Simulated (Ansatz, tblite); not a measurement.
Breaking a bond: Si(Me)(OMe)3, C4H12O3Si, SMILES O([Si](OC)(OC)C)C. The C1–H20 bond (C1 also carries H, H, O; H20 carries nothing else) is varied alone, starting from the PBE0/def2-SVP optimised geometry.

- RKS-BLYP = restricted BLYP/def2-SVP run with Ansatz (an electronic-structure program)
- GFN2-xTB, 300 K electronic temperature (tblite)
- RKS-PBE = Ansatz with restricted PBE/def2-SVP
- UKS-PBE = unrestricted PBE/def2-SVP in Ansatz
- UKS-BLYP = unrestricted BLYP/def2-SVP run with Ansatz

Energies are in eV, each relative to the lowest point of its own curve near equilibrium.

```csv
R / Å,RKS-BLYP,GFN2-xTB,RKS-PBE,UKS-PBE,UKS-BLYP
0.91,0.950,[?],0.964,0.964,0.950
0.97,0.412,0.294,0.419,0.419,0.412
1.03,0.121,[?],0.123,0.123,0.121
1.08,0.015,[?],0.015,0.015,0.015
1.10,0.000,0.000,0.000,0.000,0.000
1.14,0.007,[?],0.007,0.007,0.007
1.17,0.040,[?],0.041,0.041,0.040
1.25,0.213,0.279,0.217,0.217,0.213
1.32,0.432,[?],0.441,0.441,0.432
1.44,0.883,0.963,0.903,0.903,0.883
1.60,1.528,1.621,1.568,1.568,1.528
1.81,2.330,2.458,2.398,2.398,2.330
2.06,3.144,3.322,3.243,3.243,3.144
2.32,3.819,4.035,3.946,3.914,3.780
2.70,4.535,4.752,4.694,4.340,4.234
3.18,5.099,5.230,5.288,4.494,4.435
```

Question: What belongs in the gaps?

Answer: 
- 0.91, GFN2-xTB: 0.768
- 1.03, GFN2-xTB: 0.064
- 1.08, GFN2-xTB: 0.001
- 1.14, GFN2-xTB: 0.032
- 1.17, GFN2-xTB: 0.080
- 1.32, GFN2-xTB: 0.510

The restricted form behind RKS-BLYP, RKS-PBE keeps the bonding electrons paired and can't separate into open-shell fragments. The unrestricted solution behind UKS-PBE changes between 2.32 and 2.70 Å, which can leave a kink. The unrestricted determinant behind UKS-PBE is spin-contaminated at 2.32 to 3.18 Å (<S²> up to 1.0, against 0.00 for a pure singlet). The unrestricted determinant behind UKS-BLYP is spin-contaminated at 2.32 to 3.18 Å (<S²> up to 0.9, against 0.00 for a pure singlet).
